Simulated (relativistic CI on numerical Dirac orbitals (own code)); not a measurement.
d3 in a ligand field

Computed with a parametric ligand-field model of a d^n configuration (Racah B and C, spin-orbit zeta, crystal field), exact diagonalisation.

Field parameters in Wybourne normalisation: Oh B⁴₀ = 21Dq, B⁴₄ = √(5/14) B⁴₀; Td as Oh with Dq negative (B⁴₀ = 21Dq, B⁴₄ = √(5/14) B⁴₀). The field is a parameter set, without covalency.

**Question.** A d3 ion in Oh symmetry has the ground term 4A2 and bands at 2E 13297 cm⁻¹ (752 nm), 2T1 13903 cm⁻¹ (719 nm), 4T2 16500 cm⁻¹ (606 nm), 2T2 20099 cm⁻¹ (498 nm), 4T1 23175 cm⁻¹ (432 nm), 4T1 36375 cm⁻¹ (275 nm). Which parameters reproduce them?

**Answer.** B = 670, C = 2790, ζ = 0 cm⁻¹, Oh, 10Dq = 16500 cm⁻¹.

**Question.** Ground term and bands for B = 480, C = 2280, ζ = 0 cm⁻¹, Oh, 10Dq = 25700 cm⁻¹?

**Answer.** Ground term 4A2 with 0.00 electrons in the two orbitals of the cubic e set. Spin-allowed: 4T2 25700 cm⁻¹ (389 nm), 4T1 31079 cm⁻¹ (322 nm), 4T1 53221 cm⁻¹ (188 nm). Lowest spin-forbidden: 2E 10653 cm⁻¹ (939 nm), 2T1 10972 cm⁻¹ (911 nm), 2T2 16980 cm⁻¹ (589 nm). With an A2 ground term the first spin-allowed band lies at |10Dq| itself.

**Question.** Ground term and bands for B = 620, C = 2590, ζ = 0 cm⁻¹, Td, 10Dq = -3750 cm⁻¹?

**Answer.** Ground term 4T1 with 1.89 electrons in the two orbitals of the cubic e set. Spin-allowed: 4T2 3192 cm⁻¹ (3133 nm), 4A2 6942 cm⁻¹ (1441 nm), 4T1 11933 cm⁻¹ (838 nm). Lowest spin-forbidden: 2E 8374 cm⁻¹ (1194 nm), 2T1 11092 cm⁻¹ (902 nm), 2T2 11151 cm⁻¹ (897 nm).

**Question.** Ground term and bands for B = 590, C = 2590, ζ = 0 cm⁻¹, Oh, 10Dq = 36600 cm⁻¹?

**Answer.** Ground term 4A2 with 0.00 electrons in the two orbitals of the cubic e set. Spin-allowed: 4T2 36600 cm⁻¹ (273 nm), 4T1 43285 cm⁻¹ (231 nm), 4T1 75365 cm⁻¹ (133 nm). Lowest spin-forbidden: 2E 12509 cm⁻¹ (799 nm), 2T1 12878 cm⁻¹ (777 nm), 2T2 20144 cm⁻¹ (496 nm). With an A2 ground term the first spin-allowed band lies at |10Dq| itself.

**Question.** A d3 ion in Oh symmetry has the ground term 4A2 and bands at 2E 11240 cm⁻¹ (890 nm), 2T1 11549 cm⁻¹ (866 nm), 2T2 17897 cm⁻¹ (559 nm), 4T2 26750 cm⁻¹ (374 nm), 4T1 32146 cm⁻¹ (311 nm), 4T1 55304 cm⁻¹ (181 nm). Which parameters reproduce them?

**Answer.** B = 480, C = 2470, ζ = 0 cm⁻¹, Oh, 10Dq = 26750 cm⁻¹.
